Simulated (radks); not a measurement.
Q: All-electron atom: the titanium ion Ti2+ in [Ne] 3s2 3p5 3d2 4s1 (not the ground configuration). All-electron calculation, Dirac Kohn-Sham, exchange-only B88, spin-unpolarised, spherical densities, finite nucleus; open shells fill j = l - 1/2 first; Fermi nuclear charge, rms radius 3.5921 fm. Program: a radial shooting solver on a logarithmic mesh with Libxc functionals. Some entries of the table are withheld. Estimate them.

| orbital | occ. | eigenvalue (eV) | <r^2> (bohr^2) | r(max) (bohr) |
|---|---|---|---|---|
| 1s1/2 | 2 | -4896.399 | 0.006511 | 0.04554 |
| 2s1/2 | 2 | (1) | 0.1247 | 0.2688 |
| 2p1/2 | 2 | -473.0501 | (2) | 0.2178 |
| 2p3/2 | 4 | -467.2565 | (3) | 0.2199 |
| 3s1/2 | 2 | -84.7664 | 1.133 | 0.8632 |
| 3p1/2 | 2 | -61.2009 | 1.300 | 0.8867 |
| 3p3/2 | 3 | -60.5040 | 1.318 | 0.8929 |
| 3d3/2 | 2 | (4) | 2.106 | 0.9211 |
| 3d5/2 | 0 | (5) | 2.114 | 0.9230 |
| 4s1/2 | 1 | -18.5940 | (6) | 2.490 |
| 4p1/2 | 0 | -13.8092 | 12.04 | 2.876 |
| 4p3/2 | 0 | -13.7308 | 12.16 | 2.892 |

A: 
(1) 2s1/2 eigenvalue (eV): -561.4693
(2) 2p1/2 <r^2> (bohr^2): 0.1023
(3) 2p3/2 <r^2> (bohr^2): 0.1041
(4) 3d3/2 eigenvalue (eV): -24.7558
(5) 3d5/2 eigenvalue (eV): -24.6937
(6) 4s1/2 <r^2> (bohr^2): 8.854
